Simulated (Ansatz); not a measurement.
Basis sets compared for GeMe2 (C₂H₆Ge). Total charge 0; singlet. Geometry B3LYP-D4/def2-TZVP. Ansatz on 2 threads of Arm Neoverse V2 on a shared host; times are rough, and most runs start from earlier orbitals.

```tsv
atom	x (Å)	y (Å)	z (Å)
C1	1.457	0.218	-0.215
C2	-1.441	-0.271	0.252
Ge3	0.311	-1.120	0.760
H4	1.285	1.214	0.207
H5	1.164	0.262	-1.268
H6	2.519	-0.014	-0.149
H7	-1.547	-0.295	-0.838
H8	-1.450	0.783	0.550
H9	-2.297	-0.776	0.700
```

Binding counts from free atoms (C triplet, Ge triplet, H doublet) in the same basis, without a counterpoise term.

```csv
level,functions,energy (Eh),HOMO (eV),LUMO (eV),binding per atom (eV),wall time
PBE-D4/def2-SVP,90,-2156.0423,-4.98,-3.00,3.65,1.1 s
PBE0-D4/def2-SVP,90,-2156.1136,-6.02,-2.18,3.61,1.4 s
```

Q: Estimate the rows for PBE-D4/def2-TZVP (with forces), PBE0-D4/def2-TZVP.

A: 
```
                         level  functions  energy (Eh)  HOMO (eV)  LUMO (eV)  binding per atom (eV)  wall time
PBE-D4/def2-TZVP (with forces)        146   -2156.3957      -5.05      -3.05                   3.64      2.1 s
             PBE0-D4/def2-TZVP        146   -2156.4628      -6.06      -2.20                   3.60      2.5 s
```
